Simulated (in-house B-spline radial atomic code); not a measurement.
Cu³⁺: [Ne] 3s1 3p6 3d9 (with a hole in an inner shell)

Computed with a B-spline radial code for spherical atoms: Dirac-Kohn-Sham PBE, spherical fractional occupations, Fermi nucleus of rms radius 3.8823 fm.

Screening seen three ways: the hydrogenic charge with the same mean radius, Z_r = [3n² - l(l+1)]/(2<r>), the one with the same energy, Z_e = n√(-2ε), and Slater's rules. Values are occupation-weighted means over j.

| shell | electrons | ε (eV) | <r> (bohr) | Z_r | Z_e | Slater |
| --- | --- | --- | --- | --- | --- | --- |
| 1s | 2 | -8901.2 | 0.05213 | 28.78 | 25.58 | 28.70 |
| 2s | 2 | -1111.4 | 0.2349 | 25.54 | 18.08 | 24.85 |
| 2p | 6 | -966.28 | 0.2062 | 24.24 | 16.85 | 24.85 |
| 3s | 1 | -161.97 | 0.7042 | 19.17 | 10.35 | 18.10 |
| 3p | 6 | -119.1 | 0.7346 | 17.02 | 8.88 | 18.10 |
| 3d | 9 | -49.999 | 0.8491 | 12.37 | 5.75 | 9.20 |

The least bound orbital is 3d5/2 at -49.87 eV, and it is also the most diffuse (<r> = 0.8508 bohr). The part-filled 3s shell lies below the filled 3p shell in orbital energy.

Spin-orbit splittings of the orbital energies (j = l + 1/2 above j = l - 1/2 when positive): 2p 20.53 eV, 3p 2.668 eV, 3d 0.3333 eV.

For the 1s electron the small component carries 1.09 % of the norm, the zero-frequency Breit interaction raises the level by 11.8 eV, self-energy by 6.001 eV, and vacuum polarisation lowers it by 0.5451 eV.
